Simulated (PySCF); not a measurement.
OZn, SMILES [O]=[Zn].

Geometry: PBE0-D3(BJ)/def2-TZVPD.

All values below come from TDDFT-PBE/def2-TZVPD (PySCF 2.14.0).

Vertical excitations; the highest root listed may be one member of a degenerate set. The molecule is in vacuum. State labels are in the subgroup C2v.

Computed lowest excited states:
| state | symmetry | energy (eV) | λ (nm) | f | main pairs |
|---|---|---|---|---|---|
| S1 | B2 | 0.83 | 1502 | 0.002 | HOMO→LUMO (degenerate set) |
| S2 | B1 | 0.83 | 1502 | 0.002 | HOMO−1→LUMO (degenerate set) |
| S3 | A1 | 3.73 | 332 | 0.061 | HOMO−2→LUMO 77 %, HOMO→LUMO+2 12 %, HOMO−1→LUMO+1 12 % |
| S4 | A2 | 4.61 | 269 | 0.000 | HOMO−1→LUMO+2 50 %, HOMO→LUMO+1 50 % |
| S5 | A2 | 4.68 | 265 | 0.000 | HOMO→LUMO+1, HOMO−1→LUMO+2 (degenerate set) |
| S6 | A1 | 4.68 | 265 | 0.000 | HOMO→LUMO+2, HOMO−1→LUMO+1 (degenerate set) |
| S7 | B1 | 5.88 | 211 | 0.008 | HOMO−1→LUMO+3 (degenerate set) |
| S8 | B2 | 5.88 | 211 | 0.008 | HOMO→LUMO+3 (degenerate set) |
| S9 | A1 | 6.02 | 206 | 0.209 | HOMO−1→LUMO+1 30 %, HOMO→LUMO+2 30 %, HOMO−2→LUMO 17 %, HOMO−7→LUMO 7 % |
| S10 | A2 | 6.87 | 180 | 0.000 | HOMO−1→LUMO+5 50 %, HOMO→LUMO+4 50 % |
| T1 | B1 | 0.19 | 6556 | 0 | HOMO−1→LUMO (degenerate set) |
| T2 | B2 | 0.19 | 6556 | 0 | HOMO→LUMO (degenerate set) |
| T3 | A1 | 1.82 | 681 | 0 | HOMO−2→LUMO 98 % |
| T4 | A1 | 4.18 | 297 | 0 | HOMO−1→LUMO+1 49 %, HOMO→LUMO+2 49 % |
Triplets are in the Tamm–Dancoff approximation, which puts them higher than full response would, so one can lie above its singlet here.
